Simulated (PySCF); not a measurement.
Structure with atom numbers: `[F:1][CH:2]([F:3])[C:4]([F:5])([F:6])[F:7]` (H(Xn): hydrogen on atom n).

Method: geometry from PBE0-D3(BJ)/def2-SVP, J: B3LYP/pcJ-1, NMR shieldings at PBE0/pcSseg-1/GIAO, in PySCF 2.14.0 with density-fitted response routines (equivalent nuclei averaged, no solvent, no relativistic terms, single conformer).

Question: Predict the 2D correlation tables (HSQC, COSY, HMBC).

Answer: 

HSQC (one-bond C–H):
```
          δH          δC  $^{1}J$(C,H) (Hz)
5.59 (H(C2))  111.0 (C2)                193
```

HMBC (two and three bonds, |J| ≥ 2.5 Hz):
```
          δH  δC [abs. J in Hz]
5.59 (H(C2))   123.5 (C4) [5.8]
```

No COSY cross peaks are expected.

Scale: TMS for $^{1}$H (σ = 31.27 ppm) and $^{13}$C (σ = 184.41 ppm) (reference shieldings calculated alike).

Common functionals overestimate the size of one-bond C–F couplings by tens of Hz; these are unscaled. Shifts are as computed. Against solution values, carbons near 30 ppm lie about +2 ppm off and those near 130 ppm about +5 ppm. Of 1211 compounds with measured shifts, 218 miss one by over three times the rms of a fit or turn the order of signals round; such compounds aren't used in these exercises.
